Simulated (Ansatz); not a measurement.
Ansatz (a program for electronic structure) input (CCSD(T)/cc-pVTZ):

Ansatz 0.2 input:
```yaml
crystal:
  periodic: [false, false, false]
  atoms:
    - {symbol: Si, position_ang: [-0.85719512, 0.00963483, -0.62771080]}
    - {symbol: C, position_ang: [-1.93400580, 1.55640902, -0.54613414]}
    - {symbol: C, position_ang: [-1.34512872, -1.23024575, 0.70420793]}
    - {symbol: N, position_ang: [0.80115567, 0.45706967, -0.32931683]}
    - {symbol: Si, position_ang: [2.03704543, -0.41006031, 0.52110299]}
    - {symbol: H, position_ang: [-2.97773735, 1.31430442, -0.75478895]}
    - {symbol: H, position_ang: [-1.61403076, 2.30441026, -1.27402086]}
    - {symbol: H, position_ang: [-1.87416718, 2.00275376, 0.45167705]}
    - {symbol: H, position_ang: [-2.38100970, -1.54500702, 0.56638459]}
    - {symbol: H, position_ang: [-0.72158261, -2.12562593, 0.67514779]}
    - {symbol: H, position_ang: [-1.25400399, -0.78215465, 1.69883776]}
    - {symbol: H, position_ang: [1.12909098, 1.26893746, -0.83463508]}
    - {symbol: H, position_ang: [2.14956654, -1.81303656, 0.05128695]}
    - {symbol: H, position_ang: [3.32482403, 0.28538765, 0.29060340]}
    - {symbol: H, position_ang: [1.76786292, -0.46048023, 1.97879180]}
basis:
  gaussian:
    orbitals: cc-pVTZ
magnetization: {spin_polarized: true, initial_magnetization: 1}
correlation: {method: ccsd_t, electrons: outside_noble_gas}
```

Output:

```
Functional definition: HF
integrals: 4.39 GiB planned
1671 factors; integrals over basis functions are off by at most 1.3e-3 eV
1.66 GiB of device memory are held for the factors and their scratch space
mean field: 1.77 GiB planned
mean field evaluation 1: about -19423.1288 eV, gradient 3.1e1 eV
mean field evaluation 2: about -19423.1446 eV, gradient 3.1e1 eV
mean field evaluation 4: about -19428.3670 eV, gradient 3.8e0 eV
mean field evaluation 8: about -19428.5052 eV, gradient 1.5e-1 eV
mean field evaluation 16: about -19428.4689 eV, gradient 1.2e0 eV
mean field -19428.50574142 eV, -713.9844168830 hartree, gradient 2.5e-6 eV, S^2 0.753819; 0 other end points of the search recorded, 0 dependent functions left out
13 core orbitals not correlated
reference -19428.50574142 eV, -713.9844168830 hartree; 16, 15 occupied and 269, 270 virtual orbitals, 1671 factors
second order -21.77306874 eV of doubles, -0.00000000 eV of singles
coupled cluster: 29.66 GiB planned
cycle   1  -22.80423723 eV  change    -1.0e0 eV  update   9.9e-2
cycle   2  -23.39842764 eV  change   -5.9e-1 eV  update   3.0e-2
cycle   3  -23.49867186 eV  change   -1.0e-1 eV  update   1.4e-2
cycle   4  -23.49197583 eV  change    6.7e-3 eV  update   4.8e-3
cycle   5  -23.49145193 eV  change    5.2e-4 eV  update   2.7e-3
cycle   6  -23.49152400 eV  change   -7.2e-5 eV  update   1.1e-3
cycle   7  -23.49160838 eV  change   -8.4e-5 eV  update   4.3e-4
cycle   8  -23.49183469 eV  change   -2.3e-4 eV  update   1.5e-4
cycle   9  -23.49183445 eV  change    2.5e-7 eV  update   5.3e-5
cycle  10  -23.49181087 eV  change    2.4e-5 eV  update   2.1e-5
perturbative correction -0.90203983 eV, -0.0331493523 hartree
Total energy: -19452.89959211 eV, -714.8808743613 hartree
```

It need not be the lowest isomer of its formula.
